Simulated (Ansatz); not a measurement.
Reactions of C₂H₆AlFO₂ (`C[O][Al]([F])[O]C`).

Gas-phase electronic energies from Ansatz, PBE0-D4/def2-TZVP geometries. CCSD(T)/CBS is the MP2 limit (def2-TZVPP, def2-QZVPP) plus CCSD(T) − MP2 in def2-TZVPP, frozen cores. This one scheme is used for every species. For Ge outer-core shells are correlated without core-valence functions, which leaves a few kJ/mol of doubt a bond. Scalar relativity is left out up to krypton. One conformer a species, not always the lowest.

Task: Order these by ΔE at CCSD(T)/CBS, lowest first. (Best estimate.)
A. `C[O][Al]([F])[O]C` + `CC[Si]C` → `CC[Si]CC` + `C[O][Al]([OH])[F]`
B. `C[O][Al]([F])[O]C` + `CO[Si]O` → `CO[Si]OC` + `C[O][Al]([OH])[F]`
C. `C[O][Al]([F])[O]C` + `[OH][GeH]([Cl])[Cl]` → `C[O][AlH][O]C` + `[OH][Ge]([F])([Cl])[Cl]`
D. `C[O][Al]([F])[O]C` + `O[Si](O)(Cl)Cl` → `CO[Si](O)(Cl)Cl` + `C[O][Al]([OH])[F]`
E. `C[O][Al]([F])[O]C` + `N=CO` → `COC=N` + `C[O][Al]([OH])[F]`

Result: A (-54.9 kJ/mol), E (-24.8 kJ/mol), D (-16.3 kJ/mol), B (+1.1 kJ/mol), C (+122.3 kJ/mol).

Largest T1 diagnostic: 0.014, for `CO[Si]O`.
